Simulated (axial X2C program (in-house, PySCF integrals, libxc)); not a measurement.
## Outer orbitals of TcCl⁺ at 2.191 Å, HF

Computed with an axial X2C code built on PySCF integrals. Spin-free means the one-electron spin-free X2C Hamiltonian; two-component (2c) means X2C with spin–orbit coupling and atomic mean-field two-electron Coulomb and Gaunt terms, so the difference of the two also holds small scalar two-electron terms. Basis: Tc dyall-cv3z [12s12p8d5f3g], Cl dyall-av3z [9s8p3d2f] (cores contracted in-house); Gaussian nuclei, density fitting, unrestricted open shells. Masses: Tc 98.907 u, Cl 34.969 u.

The distance is close to the 2c PBE0 minimum; the highest filled and lowest empty levels are listed.

Spin-free orbitals, state M_S = 5/2, Λ = 0 (beyond evenly filled blocks: σα, π+α, π-α, δ+α, δ-α) (Löwdin shares):

| symmetry | occupied | ε (eV) | atomic character |
| --- | --- | --- | --- |
| σα | yes | -34.23 | 74% Cl s, 10% Tc d, 7% Tc p |
| σβ | yes | -33.95 | 74% Cl s, 9% Tc d, 8% Tc p |
| π+α | yes | -21.89 | 88% Tc d, 9% Cl p |
| π-α | yes | -21.89 | 88% Tc d, 9% Cl p |
| σα | yes | -21.75 | 72% Tc d, 22% Cl p, 4% Cl s |
| δ+α | yes | -21.48 | 100% Tc d |
| δ-α | yes | -21.48 | 100% Tc d |
| σβ | yes | -18.90 | 78% Cl p, 11% Tc d, 4% Cl s |
| π+β | yes | -17.36 | 80% Cl p, 10% Tc d, 4% Tc f |
| π-β | yes | -17.36 | 80% Cl p, 10% Tc d, 4% Tc f |
| σα | yes | -16.99 | 59% Cl p, 20% Tc s, 16% Tc d |
| π+α | yes | -16.97 | 77% Cl p, 12% Tc d, 5% Tc f |
| π-α | yes | -16.97 | 77% Cl p, 12% Tc d, 5% Tc f |
| σα | no | -6.48 | 48% Tc s, 35% Tc p, 9% Cl p |
| σβ | no | -5.63 | 65% Tc s, 18% Tc p, 7% Cl p |
| σβ | no | -4.09 | 56% Tc d, 34% Tc p, 7% Cl p |
| π+β | no | -3.93 | 61% Tc d, 34% Tc p, 3% Cl p |
| π-β | no | -3.93 | 61% Tc d, 34% Tc p, 3% Cl p |

Spinors with spin–orbit coupling (state Ω = 5/2):

```tsv
ω	occupied	ε (eV)	atomic character	λ mixture
1/2	yes	-34.23	74% Cl s, 10% Tc d, 7% Tc p	100% σ
-1/2	yes	-33.95	74% Cl s, 9% Tc d, 8% Tc p	100% σ
-1/2	yes	-21.95	89% Tc d, 9% Cl p	100% π
3/2	yes	-21.83	88% Tc d, 9% Cl p	100% π
1/2	yes	-21.76	72% Tc d, 22% Cl p, 4% Cl s	100% σ
-3/2	yes	-21.61	100% Tc d	100% δ
5/2	yes	-21.34	100% Tc d	100% δ
-1/2	yes	-18.90	78% Cl p, 11% Tc d, 4% Cl s	100% σ
1/2	yes	-17.42	80% Cl p, 11% Tc d, 4% Tc f	96% π, 4% σ
-3/2	yes	-17.31	80% Cl p, 10% Tc d, 4% Tc f	100% π
-1/2	yes	-17.02	77% Cl p, 12% Tc d, 5% Tc f	100% π
1/2	yes	-16.97	60% Cl p, 20% Tc s, 16% Tc d	96% σ, 4% π
3/2	yes	-16.92	77% Cl p, 12% Tc d, 5% Tc f	100% π
1/2	no	-6.48	48% Tc s, 35% Tc p, 9% Cl p	100% σ
-1/2	no	-5.63	65% Tc s, 18% Tc p, 7% Cl p	100% σ
-1/2	no	-4.09	56% Tc d, 34% Tc p, 7% Cl p	99% σ, 1% π
1/2	no	-3.95	61% Tc d, 33% Tc p, 3% Cl p	100% π
```

**Question.** How does the gap between the highest filled and lowest empty level change from the spin-free to the 2c table?

**Answer.** From 10.49 to 10.44 eV at HF, a change of -0.05 eV.

Mulliken charges and populations of the two-component result (they depend on the basis, above all on diffuse functions):

Tc 1.21 e (s 8.36 p 18.18 d 15.18 f 0.06 g 0.01), Cl -0.21 e (s 5.93 p 11.23 d 0.04). ⟨Lz⟩ = 0.00 ħ and ⟨Sz⟩ = 2.50 ħ (2.46 and 0.03 on the two atoms), which add up to Ω.

Occupations by symmetry block were frozen at the best pattern of an incomplete PBE0 search. With several unpaired electrons one determinant need not be a pure state. This is the top spin component of a Σ state; components of lower Ω are not single determinants and can lie lower.
